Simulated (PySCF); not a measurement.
## A survey of ²⁹Si NMR shifts

[PySCF: NMR shieldings at PBE0/pcSseg-1/GIAO; GFN2-xTB geometry; non-relativistic; isolated molecule; equivalent nuclei averaged; single conformer]

Shieldings were converted by a linear fit to measured shifts: ²⁹Si (scatter 8.9 ppm rms, 25.8 ppm with the 6 outliers that the fit left out vs TMS, solution or neat liquid). Occasional misses reach two or three times the rms, and more in compound classes unlike the fitted ones.

Problem. Give the ²⁹Si shifts of `CC[Si@H](CCl)C1(Cl)CC1`, `C#Cc1cncn1[SiH3]`, `[SiH3]OC[SiH2][SiH2]O[SiH3]`, `N#Cc1cccn1[SiH3]`.

Solution. 
```
                                         compound                        environment  δ (ppm)
                           CC[Si@H](CCl)C1(Cl)CC1           silicon bonded to 3 C, H     -9.6
                                 C#Cc1cncn1[SiH3]           silicon bonded to N, 3 H    -52.8
[SiH3:1][O:2][CH2:3][SiH2:4][SiH2:5][O:6][SiH3:7]  Si5: silicon bonded to O, Si, 2 H    -30.8
[SiH3:1][O:2][CH2:3][SiH2:4][SiH2:5][O:6][SiH3:7]      Si1: silicon bonded to O, 3 H    -33.4
[SiH3:1][O:2][CH2:3][SiH2:4][SiH2:5][O:6][SiH3:7]      Si7: silicon bonded to O, 3 H    -42.3
[SiH3:1][O:2][CH2:3][SiH2:4][SiH2:5][O:6][SiH3:7]  Si4: silicon bonded to C, Si, 2 H    -62.3
                                 N#Cc1cccn1[SiH3]           silicon bonded to N, 3 H    -46.4
```

Problem. Match the shifts -13.5, -26.1, -38.0, -46.4, -58.7, -67.4 ppm to `C[Si@H]1OCCC(=O)O1`, `N#C[SiH2]n1cccc1`, `OCC([SiH3])[SiH3]`, `CN(C)C[Si@H](C)N(C)C`, `O=COC[SiH]1COC1`, `N#Cc1cccn1[SiH3]`.

Solution. -13.5: C[Si@H]1OCCC(=O)O1 (silicon bonded to C, 2 O, H, in a 6-membered ring); -26.1: CN(C)C[Si@H](C)N(C)C (silicon bonded to 2 C, N, H); -38.0: O=COC[SiH]1COC1 (silicon bonded to 3 C, H, in a 4-membered ring); -46.4: N#Cc1cccn1[SiH3] (silicon bonded to N, 3 H); -58.7: N#C[SiH2]n1cccc1 (silicon bonded to C, N, 2 H); -67.4: OCC([SiH3])[SiH3] (silicon bonded to C, 3 H).
